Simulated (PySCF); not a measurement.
Isomers of C6H7NO.

All values: PBE0/pcSseg-2 (PySCF) at PBE0-D3(BJ)/def2-TZVP geometries, gas phase, one conformer each.

Problem. Rank by the lowest IAO charge on any atom, highest value first.
A. `Cc1cccc[n+]1[O-]` (2-methylpyridine-N-oxide)
B. `[OH:1][CH2:2][c:3]1[cH:4][cH:5][cH:6][cH:7][n:8]1` with H–O1–C2–C3 -3°, O1–C2–C3–C4 -178°
C. `[NH2:1][c:2]1[cH:3][cH:4][cH:5][c:6]([OH:7])[cH:8]1` with C5–C6–O7–H 0° (3-aminophenol)

Solution. C (-0.533 e), A (-0.551 e), B (-0.578 e).

Problem. Rank by HOMO energy, lowest first.
A. `[OH:1][CH2:2][c:3]1[cH:4][cH:5][cH:6][cH:7][n:8]1` with H–O1–C2–C3 -3°, O1–C2–C3–C4 -178°
B. 2-methylpyridine-N-oxide (`Cc1cccc[n+]1[O-]`)
C. `[NH2:1][c:2]1[cH:3][cH:4][cH:5][c:6]([OH:7])[cH:8]1` with C5–C6–O7–H 0°
D. `[NH2:1][c:2]1[cH:3][cH:4][c:5]([OH:6])[cH:7][cH:8]1` with C4–C5–O6–H 180°

Solution. A (-7.32 eV), B (-6.31 eV), C (-5.91 eV), D (-5.55 eV).

Problem. Rank by HOMO–LUMO gap, lowest first.
A. `[NH2:1][c:2]1[cH:3][cH:4][c:5]([OH:6])[cH:7][cH:8]1` with C4–C5–O6–H 180°
B. `[OH:1][CH2:2][c:3]1[cH:4][cH:5][cH:6][cH:7][n:8]1` with H–O1–C2–C3 -3°, O1–C2–C3–C4 -178°
C. 2-methylpyridine-N-oxide, `[n+]1([O-])ccccc1C`
D. `[NH2:1][c:2]1[cH:3][cH:4][cH:5][c:6]([OH:7])[cH:8]1` with C5–C6–O7–H 0° (3-aminophenol)

Solution. C (5.18 eV), A (5.32 eV), D (5.97 eV), B (6.25 eV).

All values together:

```tsv
SMILES	μ (D)	HOMO (eV)	LUMO (eV)	lowest IAO charge (e)	highest IAO charge (e)	lowest Hirshfeld charge (e)	highest Hirshfeld charge (e)
Nc1ccc(O)cc1	2.02	-5.55	-0.23	-0.546 (N)	+0.370 (H)	-0.214 (N)	+0.174 (H)
Cc1cccc[n+]1[O-]	3.68	-6.31	-1.13	-0.551 (O)	+0.287 (N)	-0.288 (O)	+0.104 (N)
Nc1cccc(O)c1	1.16	-5.91	0.06	-0.533 (N)	+0.373 (H)	-0.203 (N)	+0.177 (H)
OCc1ccccn1	3.87	-7.32	-1.07	-0.578 (O)	+0.353 (H)	-0.244 (O)	+0.117 (H)
```

Conformers: `[NH2:1][c:2]1[cH:3][cH:4][c:5]([OH:6])[cH:7][cH:8]1` with C4–C5–O6–H 180°; `[NH2:1][c:2]1[cH:3][cH:4][cH:5][c:6]([OH:7])[cH:8]1` with C5–C6–O7–H 0°; `[OH:1][CH2:2][c:3]1[cH:4][cH:5][cH:6][cH:7][n:8]1` with H–O1–C2–C3 -3°, O1–C2–C3–C4 -178°.
